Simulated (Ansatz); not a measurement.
Two isomers of C2H7AlSi: A = `[CH2]1C[SiH2][AlH]1`, B = `C[CH]1[AlH][SiH2]1`.

Gas-phase electronic energies from Ansatz, PBE0-D4/def2-TZVP geometries. CBS: MP2 limit from def2 TZ/QZ plus the TZ coupled-cluster correction, frozen cores. DFT in def2-TZVPP. B3LYP here is the variant with VWN-RPA as its local correlation; programs differ in this.

Q: Which isomer does CCSD(T)/CBS put lower? Give the gap. (Best estimate.)

A: Ansatz gave: A, by 17.6 kcal/mol.

Q: Give E(B) − E(A) in kcal/mol with B3LYP-D4, r2SCAN-D4, LDA (SPW92), B3LYP, CCSD(T)/def2-TZVPP, BLYP-D4, HF/def2-TZVPP. (Estimate.)

A: Ansatz gave: B3LYP-D4 17.3, r2SCAN-D4 16.4, LDA (SPW92) 16.8, B3LYP 16.9, CCSD(T)/def2-TZVPP 17.7, BLYP-D4 16.5, HF/def2-TZVPP 18.9. None reverses the order clearly.

Q: Does the order hold for the free energy at 298.15 K (harmonic terms from PBE0-D4)? (Estimate.)

A: Computed: Yes: G(B) − G(A) = +16.9 kcal/mol.

Largest T1 diagnostic: 0.012.

From BLYP to BHLYP (50 % exact exchange), in def2-TZVPP and without D4, E(B) − E(A) moves by +2.3 kcal/mol. Leaving LDA and LC-ωPBE aside and taking each functional with its dispersion term where it has one, the values, not all of them listed here, spread over 3.0 kcal/mol, from B97M-V to ωB97X-V.
